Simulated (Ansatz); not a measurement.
`C[B]([GeH3])[SeH]` → B• + C• + Ge• + 7 H• + Se•  (atomization)

Isolated molecules relaxed with PBE0-D4/def2-TZVP in Ansatz; ΔE leaves out vibrations. CBS: MP2 limit from def2 TZ/QZ plus the TZ coupled-cluster correction, frozen cores. This one scheme is used for every species, atoms too. Functionals use def2-TZVPP. Open shells (•) are unrestricted, without spin–orbit coupling. Spin–orbit coupling would lower the free atoms: a little for B, C; clearly for Ge, Se. Bonds to Ge, Se are less sure, by a few kJ/mol each and by 10 to 20 or more in all where they break to atoms, as the def2 sets lack core-valence functions. Scalar relativity is left out up to krypton. One conformer a species, not always the lowest.

`C[B]([GeH3])[SeH]`:

Z-matrix (Å, degrees):
```
C
B 1 1.560
H 1 1.097 2 109.8
H 1 1.097 2 109.7 3 -115.1
H 1 1.092 2 115.0 3 122.5
Ge 2 2.070 1 121.4 3 57.3
Se 2 1.912 1 123.8 3 -122.8
H 6 1.542 2 110.4 1 -58.8
H 6 1.540 2 113.3 1 -179.8
H 6 1.542 2 110.5 1 59.1
H 7 1.475 2 98.2 1 0.0
```

```json
{"level": "PBE-D4", "ΔE (eV)": "36.97"}
{"level": "ωB97X-V", "ΔE (eV)": "36.78"}
{"level": "ωB97M-V", "ΔE (eV)": "36.51"}
{"level": "PBE", "ΔE (eV)": "36.72"}
{"level": "CCSD(T)/def2-TZVPP", "ΔE (eV)": "35.98"}
{"level": "SCS-MP2/def2-QZVPP", "ΔE (eV)": "36.48"}
{"level": "HF/CBS(def2)", "ΔE (eV)": "27.38"}
{"level": "CCSD/CBS(def2)", "ΔE (eV)": "36.24"}
```

What does CCSD(T)/CBS give? (Estimate.)

Computed: +36.71 eV. The listed levels differ from it by 0.26, 0.07, -0.20, 0.01, -0.73, -0.23, -9.33, -0.47 eV.

Largest T1 diagnostic among the species: 0.014.

The D4 term adds +0.41 eV with B3LYP and +0.22 eV with PBE0; it sums over pairs of atoms, weighted by their polarisabilities, and B3LYP, whose exchange is more repulsive, gets the larger term. From PBE to PBE0 (25 % exact exchange), in def2-TZVPP and without D4, ΔE moves by −0.27 eV: exact exchange takes away binding that semilocal exchange gives to molecules. In def2-TZVPP, CCSD(T) changes the Hartree–Fock value by +8.59 eV (the triples alone add +0.47 eV) and MP2 by +8.63 eV; breaking electron pairs costs correlation energy, which Hartree–Fock lacks.

B3LYP here is the variant with VWN-RPA as its local correlation; programs differ in this.

For atomizations the MP2-based limit and the directly extrapolated one differ by several kJ/mol either way, and by 10 to 25 for some Ge, Se and Sn compounds, so smaller differences from it don't rank the levels.
